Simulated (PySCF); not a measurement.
Molecule: SMILES Nc1cccc(Br)c1, C$_{6}$H$_{6}$BrN.

Geometry (Å), atoms numbered from 1 in this order:
```xyz
14

N     2.5574    0.3483    0.4765
C     1.2154    0.5903    0.2917
C     0.7445    1.8830   -0.0004
C    -0.6167    2.1229   -0.1402
C    -1.5538    1.0999    0.0018
C    -1.0788   -0.1777    0.2904
Br   -2.3115   -1.5977    0.4864
C     0.2772   -0.4468    0.4359
H     3.2033    1.0222    0.0892
H     2.8685   -0.6102    0.4006
H     1.4593    2.7020   -0.1136
H    -0.9606    3.1349   -0.3681
H    -2.6221    1.2862   -0.1086
H     0.6105   -1.4609    0.6649
```

Geometry PBE0-D3(BJ)/def2-SVP throughout; GIAO in PySCF 2.14, gas phase, one conformer, non-relativistic; equivalent atoms averaged; basis pcSseg-1.

For orientation, PBE0 gives these absolute shieldings σ: N1 189.4, C2 32.3, C6 40.7, C5 58.9, C8 64.2, H13 24.49, H14 24.62, H11 24.90, H9/H10 28.14 ppm.

A run gave: N1 178.2, C2 24.7, C6 30.4, C5 51.5, C8 57.0, H13 24.87, H14 24.99, H11 25.31, H9/H10 28.36 ppm (absolute shieldings σ).

Which functional was used in that run?
A. CAM-B3LYP
B. BLYP
C. HF
D. wB97X-D

Answers

B. N1 tells them apart best: BLYP gives 178.2, CAM-B3LYP gives 192.0, HF gives 206.7, wB97X-D gives 192.6 ppm.
